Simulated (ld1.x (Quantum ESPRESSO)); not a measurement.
## Pseudopotential generation for Ni (Z = 28): TM, PBE, scalar-relativistic.

nickel, norm-conserving Troullier–Martins (Kleinman–Bylander form), made with ld1.x (Quantum ESPRESSO) 7.5 (PBE, scalar-relativistic). Core [Ne], reference 3s2 3p6 3d8.5 4s1.5 4p0. Waves: 3p (bound): rc 0.70 bohr; 3d (bound): rc 0.95 bohr; 3s (bound): rc 0.70 bohr. Local part: the s channel. Core correction: none.

Occupied shells without a wave of their own: 4s. They enter only through the test configuration that unscreens the potential.

Results:

```
Cutoffs needed           : 260 Ry and over 300 Ry (the cutoffs (Ry, on a coarse ladder) from which the occupation-weighted sum of valence levels, in a spherical-Bessel basis at the reference potential, stays within 10 and 1 mRy of its value at 400 Ry)
Ghost test               : no extra level below or beside the all-electron valence levels (p, d, s, f tested) (spherical-Bessel basis up to 400 Ry, 20 bohr box)
Largest excitation error : -184 meV (all-electron minus pseudo) for 3s2 3p6 3d7 4s0 4p0, out of 7 test configurations
```

Generation and tests took about 1.2 s on one core of a shared server CPU.
